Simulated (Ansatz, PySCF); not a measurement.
Gas-phase reaction (SMILES): N[SiH2][SiH2]N -> [NH-][SiH2][SiH2]N + H+; deprotonation at the site shown.

Structures are relaxed separately at B3LYP-D3(BJ)/def2-TZVP in Ansatz (a first-principles code), one conformer each, not searched for the lowest. Valence correlation only, unless marked. No spin-orbit coupling. Non-relativistic. CBS(X,Y): correlation extrapolated as X^-3; Hartree-Fock from the larger set. Anions need diffuse functions, of which def2-TZVPD holds fewer than the aug- sets. Thermal terms are rigid-rotor harmonic-oscillator values from B3LYP-D3(BJ) frequencies (Ansatz or PySCF) at 298.15 K and 1 atm. 1 Eh = 627.5095 kcal/mol. The proton has no electrons: its energy is zero and its thermal terms are those of translation.

```csv
species,"E, CCSD(T)/CBS(aug-cc-pV(T+d)Z,aug-cc-pV(Q+d)Z) (Ansatz) (Eh)","E, PBE0-D4/def2-TZVPD (Ansatz + dftd4) (Eh)",H - E (Eh)
N[SiH2][SiH2]N,-692.40733,-693.04602,0.09526
[NH-][SiH2][SiH2]N,-691.80819,-692.44646,0.08034
H+,0.00000,0.00000,0.00236
```

Work out ΔE and ΔH at 298.15 K at the first level, then ΔH at the second.


1. ΔE = [(-691.80819) + (0.00000)] - [(-692.40733)] = 0.59914 Eh = 376.0 kcal/mol at CCSD(T)/CBS(aug-cc-pV(T+d)Z,aug-cc-pV(Q+d)Z).
2. The terms H - E add up to -0.01256 Eh, so ΔH = (0.59914 + (-0.01256))×627.5095 = 368.1 kcal/mol.
3. At PBE0-D4/def2-TZVPD the same steps give ΔE = 376.2 and ΔH = 368.3 kcal/mol, a shift of +0.2 from the first level.
4. These values are not checked against measurement here, since the tables used lack a sound gas-phase enthalpy of formation for at least one species, or one in the same ion convention.
